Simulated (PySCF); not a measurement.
# Zinc: a sound run and one with changed settings

Sound run: Zn⁺ [Ar] 3d10 4s1, Zn²⁺ [Ar] 3d10. Computed with PySCF 2.14 in jorge-DZP-DKH (8s6p2d1f, 43 functions), with scalar relativity by spin-free X2C-1e. The sound run starts from symmetry-adapted Hartree-Fock orbitals and uses a fine grid where one is needed.

Changed run: initial guess 1e, at most 5 SCF cycles. This setting is unsound on purpose.

| species | method | sound run (hartree) | changed run (hartree) | converged |
| --- | --- | --- | --- | --- |
| Zn⁺ | UHF | -1793.79142 | -1793.78867 | no |
| Zn⁺ | LDA | -1792.36419 | -1792.36287 | no |
| Zn⁺ | M06-2X | -1795.42327 | -1795.41491 | no |
| Zn²⁺ | UHF | -1793.17385 | -1793.17290 | no |
| Zn²⁺ | LDA | -1791.67671 | -1791.67024 | no |
| Zn²⁺ | M06-2X | -1794.76367 | -1794.76040 | no |

The SCF was stopped early; the energies are upper bounds that still move, and correlated levels were skipped or rest on poor orbitals.
